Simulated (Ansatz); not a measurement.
AlClGeH₄ at its PBE0-D4/def2-TZVP geometry, where that method's forces vanish. The species carries charge 0 and has multiplicity 1. The bonds changed during the relaxation, so this is another structure than the one it started from.

```xyz
7

Al    0.8076    0.9006   -0.5422
Ge   -0.4554   -1.1188    0.0880
Cl   -0.7780    0.9806    1.1812
H     0.2544    1.6778   -1.7998
H     2.2569    1.0100    0.0735
H    -1.9138   -1.4346   -0.3152
H    -0.1718   -2.0155    1.3145
```

(1) What forces (eV/Å) does r2SCAN-D4/def2-TZVPP give on these atoms in Ansatz 0.2.0? (An estimate is asked.)

Results:

(1) Computed: 
```
Al1 -0.006  0.004  0.008
Ge2  0.007 -0.058 -0.028
Cl3 -0.006  0.015  0.012
H4   0.022 -0.012  0.023
H5  -0.026  0.004 -0.022
H6   0.040  0.011  0.037
H7  -0.031  0.035 -0.030
```
